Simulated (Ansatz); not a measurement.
Spectroscopic constants of MgAl, multiplicity 2 (lowest of 2S+1 = 2, 4 at CCSD(T)/def2-TZVPP on PBE0 minima; our sources give no spin for the ground state, which may be another). The T1 diagnostic near the minimum is 0.067, so single-reference values are doubtful.

Constants: fifth-degree fit in 1/R to seven points, most abundant isotopes. In def2 and cc sets the state is the lowest found near the PBE0 minimum, followed along R.

Codes used: Ansatz (Gaussian basis) for Hartree–Fock, density functionals and correlated methods. Values without a source in brackets are computed.

Energies at SVWN5/def2-TZVPP:

| R (Å) | E (hartree) |
|---|---|
| 2.685662 | -440.46067787 |
| 2.757857 | -440.46141137 |
| 2.824277 | -440.46157761 |
| 2.899360 | -440.46130699 |
| 2.974443 | -440.46066417 |
| 3.061077 | -440.45958658 |
| 3.162150 | -440.45802528 |

Problem. With a reduced mass of 12.6976 u, find the minimum, the force constant and the constants.

Solution. A fifth-degree polynomial in 1/R puts the minimum at r_e = 2.8172 Å with force constant 38.8 N/m. Then ω_e = (1/2πc)√(k/μ) = 228 cm⁻¹ and B_e = h/(8π²cμr_e²) = 0.1673 cm⁻¹; the cubic and quartic terms give α_e = 0.0017 and ω_e x_e = 2.0 cm⁻¹.

Ansatz is a first-principles code.
